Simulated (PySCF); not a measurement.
PmH: frontier orbitals

UHF at R = 2.124 Å; Pm x2c-SVPall, H x2c-SVPall; spin-free X2C with a Gaussian nucleus (PySCF 2.14). State: septet, about 5.0 electrons in the 4f shell (Mulliken), real f orbitals that mix terms. Only the outer orbitals are listed, counted within each symmetry.

| spin | orbital | occ. | ε (eV) | on Pm (%) | main shells (%) |
| --- | --- | --- | --- | --- | --- |
| α | 1φ | 1 | -12.59 | 100 | 100 Pm f |
| α | 7π | 1 | -11.74 | 100 | 100 Pm f |
| α | 7π | 1 | -11.74 | 100 | 100 Pm f |
| α | 3δ | 1 | -10.54 | 100 | 100 Pm f |
| α | 3δ | 1 | -10.54 | 100 | 100 Pm f |
| α | 12σ | 1 | -8.81 | 33 | 67 H s, 13 Pm d, 13 Pm s |
| α | 13σ | 1 | -4.83 | 99 | 72 Pm s, 18 Pm p, 9 Pm d |
| α | 8π | 0 | 1.27 | 100 | 71 Pm p, 29 Pm d |
| α | 8π | 0 | 1.27 | 100 | 71 Pm p, 29 Pm d |
| α | 14σ | 0 | 1.74 | 99 | 56 Pm d, 42 Pm p |
| β | 6π | 1 | -26.43 | 100 | 100 Pm p |
| β | 6π | 1 | -26.43 | 100 | 100 Pm p |
| β | 11σ | 1 | -26.04 | 99 | 99 Pm p |
| β | 12σ | 1 | -8.24 | 34 | 66 H s, 13 Pm s, 12 Pm d |
| β | 13σ | 0 | 0.47 | 98 | 82 Pm s, 9 Pm d |
| β | 3δ | 0 | 2.66 | 100 | 100 Pm d |
| β | 3δ | 0 | 2.66 | 100 | 100 Pm d |

Q: Which are the highest filled and the lowest empty level, where do they sit, and how wide is the gap?

A: Highest filled α 13σ at -4.83 eV (in %: 72 Pm s, 18 Pm p, 9 Pm d); lowest empty β 13σ at 0.47 eV (in %: 82 Pm s, 9 Pm d); the gap at UHF is 5.30 eV. An empty level above zero is unbound, and its energy depends on the basis.

```
bond order (Mayer)                              : 0.86
⟨S²⟩                                            : 12.006
charge on Pm (Mulliken, basis-dependent)        : 0.37
charge on Pm (Löwdin, basis-dependent)          : 0.27
dipole moment (positive dipole means Pm(−)H(+)) : -3.64 D
```

Spin–orbit coupling is left out. With d or f electrons several states lie close, and the lowest PBE0 determinant need not be the measured ground state.
